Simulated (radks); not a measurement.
Task: All-electron atom: Rh XXXIV in [Ne] 3s2 (the NIST ground configuration). All-electron calculation, Dirac Kohn-Sham, PBE, spin-unpolarised, spherical densities, point nucleus. Program: a radial shooting solver on a logarithmic mesh with Libxc functionals. Some entries of the table are withheld. Estimate them.

orbital,occ.,eigenvalue (eV),<1/r> (bohr^-1)
1s1/2,2,(1),47.08
2s1/2,2,-5114.227,10.98
2p1/2,2,(2),10.93
2p3/2,4,(3),10.34
3s1/2,2,-2033.738,(4)

Result: 
(1) 1s1/2 eigenvalue (eV): -24906.17
(2) 2p1/2 eigenvalue (eV): -4891.116
(3) 2p3/2 eigenvalue (eV): -4741.130
(4) 3s1/2 <1/r> (bohr^-1): 4.444
